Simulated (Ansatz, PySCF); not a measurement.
Process, species as SMILES: NB(F)F -> [NH]B(F)F + H atom (the H-N bond at the site shown breaks; other sites are not compared here)
Structures are relaxed separately at B3LYP-D3(BJ)/def2-TZVP in Ansatz (an electronic-structure program), one conformer each, not searched for the lowest. Frequencies are from Ansatz or PySCF.

Property: bond dissociation energy (0 K, with B3LYP-D3(BJ) harmonic zero-point energies), in kcal/mol. Valence correlation only, unless marked. Open shells are spin-unrestricted. No spin-orbit coupling. Non-relativistic. CBS(X,Y): correlation extrapolated as X^-3; Hartree-Fock from the larger set. [CCSD(T)-MP2]/basis is that difference in the basis named.

RI-MP2/CBS(aug-cc-pVTZ,aug-cc-pVQZ)+[CCSD(T)-MP2]/aug-cc-pVTZ (Ansatz) gives 119.4 kcal/mol.

Q: Another calculation gave 115.1 kcal/mol. Which level was it?
(A) M06-2X/def2-TZVPD (PySCF)
(B) SVWN5/def2-TZVPD (Ansatz)
(C) HF/def2-TZVPD (PySCF)
(D) LC-wPBE/def2-TZVPD (Ansatz)

A: D, LC-wPBE/def2-TZVPD (Ansatz). The others give 118.4 (M06-2X), 87.2 (HF), 130.7 (SVWN5) kcal/mol.
